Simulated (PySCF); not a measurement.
# Structure from NMR data

An unknown has the formula C₄H₈O₄Si. Its calculated NMR data are:

1H NMR (400 MHz, computed): δ 4.95 (s, 3H), 4.58 (q, 2H), 1.37 (t, 3H).

13C{1H} NMR (computed): δ 164.0 (C), 163.1 (C), 65.3 (CH2), 16.0 (CH3).

Computed data (PySCF 2.14.0 with density-fitted response routines): GFN2-xTB structure, PBE0/pcSseg-1 with gauge-including orbitals. Isolated molecule, averaged over atoms made equivalent by symmetry, fast rotation or ring inversion, non-relativistic, one computed conformer.

Referencing at the same level of theory: TMS for 1H (σref 31.72) and 13C (σref 186.93).

Question: Propose a structure and justify it.

Answer: 
1. The formula gives 2 degrees of unsaturation (no ring in the answer).
2. 4 carbon signals for 4 carbons: no two carbons are equivalent.
3. Carbon types of the structure: 2 × C, 1 × CH2, 1 × CH3, leaving 3 H on heteroatoms.
4. δC 164.0: ester carbonyl carbon; lone-pair donation from the attached heteroatom keeps it upfield of a ketone carbonyl.
5. δC 163.1: carbonyl carbon.
6. δC 65.3: sp3 CH2 bonded to O; pulled downfield by the heteroatom.
7. δC 16.0: methyl carbon; saturated and bonded to C and H only.
8. δH 4.95: hydrogen on a silicon bonded to O.
9. δH 4.58: hydrogen on an sp3 CH2 bonded to O; its carbon carries O, an electronegative neighbour.
10. δH 1.37: hydrogen on a methyl carbon.

These data were computed for SMILES C(C)OC(=O)C(=O)O[SiH3].

The shifts were computed for this structure.

Shifts are as computed. Against solution values, carbons near 30 ppm lie about +3 ppm off and those near 130 ppm about +5 ppm. Of 1211 compounds with measured shifts, 218 miss one by over three times the rms of a fit or turn the order of signals round; such compounds aren't used in these exercises. Multiplicities follow the n + 1 count of equivalent neighbours, as no J values were calculated; m marks all less simple cases, F and P coupling included.
